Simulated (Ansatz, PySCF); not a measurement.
Gas-phase reaction (SMILES): O[Si](F)(F)F [trifluoro(hydroxy)silane] + [H][H] (H2) -> F[SiH](F)F + O (H2O); hydrogen cleaves one Si-O bond, a model of a ligand-exchange step.

Structures are relaxed separately at B3LYP-D3(BJ)/def2-TZVP in Ansatz (an electronic-structure program), one conformer each, not searched for the lowest. Correlated levels leave the core frozen unless marked. No spin-orbit coupling. Non-relativistic. CBS(X,Y): correlation extrapolated as X^-3; Hartree-Fock from the larger set. Thermal terms are rigid-rotor harmonic-oscillator values from B3LYP-D3(BJ) frequencies (Ansatz or PySCF) at 298.15 K and 1 atm. 1 Eh = 627.5095 kcal/mol.

```tsv
species	E, CCSD(T)/CBS(cc-pV(T+d)Z,cc-pV(Q+d)Z) (Ansatz) (Eh)	E, wB97X-V/def2-TZVPD (Ansatz) (Eh)	H - E (Eh)	G - E (Eh)
O[Si](F)(F)F	-664.49289	-665.12636	0.03005	-0.00588
[H][H] (H2)	-1.17450	-1.17238	0.01336	-0.00144
F[SiH](F)F	-589.25692	-589.83042	0.02314	-0.00844
O (H2O)	-76.37426	-76.43464	0.02495	0.00353
```

Question: Work out ΔE and ΔH, ΔG, ΔS and the equilibrium constant at 298.15 K at the first level, then ΔH at the second.

Answer: 
1. ΔE = [(-589.25692) + (-76.37426)] - [(-664.49289) + (-1.17450)] = 0.03621 Eh = 22.7 kcal/mol at CCSD(T)/CBS(cc-pV(T+d)Z,cc-pV(Q+d)Z).
2. The terms H - E add up to 0.00468 Eh, so ΔH = (0.03621 + (0.00468))×627.5095 = 25.7 kcal/mol.
3. The terms G - E add up to 0.00241 Eh, so ΔG = 24.2 kcal/mol, and ΔS = (0.00468 - (0.00241))×627509.5/298.15 = 4.8 cal/(mol K).
4. log10 K = -ΔG/(RT ln 10) = -17.7, with RT ln 10 = 1.3642 kcal/mol.
5. At wB97X-V/def2-TZVPD the same steps give ΔE = 21.1 and ΔH = 24.1 kcal/mol, a shift of -1.6 from the first level.
6. These values are not checked against measurement here, since the tables used lack a sound gas-phase enthalpy of formation for at least one species.
